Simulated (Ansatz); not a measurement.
Ideal-gas functions of Cl4MoS, SMILES `[S]=[Mo]([Cl])([Cl])([Cl])[Cl]` at 500 K and 1 bar, from an Ansatz frequency run at PBE0-D4/def2-TZVP.

Molar mass 269.82 g/mol, point group C4v (symmetry number 4), electronic degeneracy 1, moments of inertia 525.013, 525.026, 689.117 u Å². Harmonic wavenumbers (cm⁻¹, unscaled): 62, 148, 148, 178, 180, 180, 226, 304, 400, 403, 403, 620.

Use S(trans) = R[1.5 ln M + 2.5 ln T − 1.1517]; rotational temperatures θ = 24.2544 K / I; S(rot) = R[ln(√π/σ · √(T³/θAθBθC)) + 1.5]; for each mode x = 1.438777 ν̃/T, S = R[x/(eˣ − 1) − ln(1 − e⁻ˣ)] and H = RT x/(eˣ − 1); 1 cm⁻¹ = 0.0119627 kJ/mol; R = 8.31446 J/(mol·K).

Problem. By hand: the entropy, in J/(mol·K).

Solution. Translation 189.4. Rotation: θ = 0.0462, 0.0462, 0.0352 K, giving 122.7. Vibration, mode by mode: 22.66, 15.47, 15.47, 13.97, 13.88, 13.88, 12.04, 9.69, 7.59, 7.53, 7.53, 4.52, in all 144.2. Electronic 0.0. Sum 456.3 J/(mol·K).

Problem. By hand: H − E and G − E in kJ/mol, counted from the electronic energy.

Solution. Zero-point energy ½ × 3252 × 0.0119627 = 19.5; thermal vibration 33.7; translation, rotation and pV give 4 RT = 16.6. H − E = 69.8 kJ/mol, and G − E = 69.8 − 500 × 456.3/1000 = -158.3 kJ/mol.

Vibration gives 32 % of the entropy, 53.6 J/(mol·K) of it from the modes under 150 cm⁻¹: soft modes count most, and the harmonic formula is weakest for them.
